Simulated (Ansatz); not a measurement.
Ansatz (a quantum-chemistry and plane-wave program) input:
A basis named .json is the Basis Set Exchange file of that set.

Ansatz 0.2 input:
```yaml
crystal:
  periodic: [false, false, false]
  atoms:
    - {symbol: C, position_ang: [-2.62728107, -0.11355205, 0.08735439]}
    - {symbol: Al, position_ang: [-0.69627106, -0.02233668, 0.02182150]}
    - {symbol: Br, position_ang: [0.55562547, -1.90349128, 0.05619631]}
    - {symbol: Br, position_ang: [0.41162108, 1.94378792, -0.08806428]}
    - {symbol: H, position_ang: [-3.00641900, -0.72126708, -0.73774984]}
    - {symbol: H, position_ang: [-2.95077266, -0.59352873, 1.01435291]}
    - {symbol: H, position_ang: [-3.08122761, 0.87610298, 0.03097004]}
basis:
  gaussian:
    orbitals: def2-QZVPP.json
hamiltonian:
  xc: pbe
magnetization: {spin_polarized: false}
correlation: {method: rpa, electrons: outside_noble_gas}
```

**Question.** Which total energy does the run end on?

**Answer.** -5427.65900 Eh (RPA@PBE/def2-QZVPP). The basis has 395 functions.
